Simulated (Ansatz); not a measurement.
# CHBZn: where a starting geometry ends

The starting geometry of this gas-phase singlet is a saddle point at PBE0-D3(BJ)/def2-SVP, pushed by 0.25 Å along its imaginary mode.

```xyz
4

C     0.0000    0.1023   -0.8723
B     0.0074   -0.2526    0.4479
Zn    0.0043    0.0217    2.3631
H    -0.0036    0.2569   -1.9536
```

Problem. Predict what becomes of its bonds when it is optimised with PBE0-D3(BJ)/def2-SVP.

Solution. It rearranges to `[B]1=[CH][Zn]1`. Contacts that close: C1–Zn3 (3.24 → 2.08 Å).

The energy falls by 0.48 eV over 20 steps:

```tsv
step	E − E(last) (eV)
1	0.482
3	0.427
5	0.427
7	0.427
9	0.425
12	0.401
14	0.247
16	0.037
18	0.000
20	0.000
```

Final geometry (Å):

```xyz
4

C     0.0005    0.0663   -0.4882
B     0.0186   -1.0368    0.3610
Zn   -0.0019    0.4957    1.5479
H    -0.0093    0.6031   -1.4357
```

Frequencies at the end are all real (lowest 334 cm⁻¹). Run with Ansatz 0.2.0, 32 s on 1 thread of Arm Neoverse V2, with other jobs on the host.
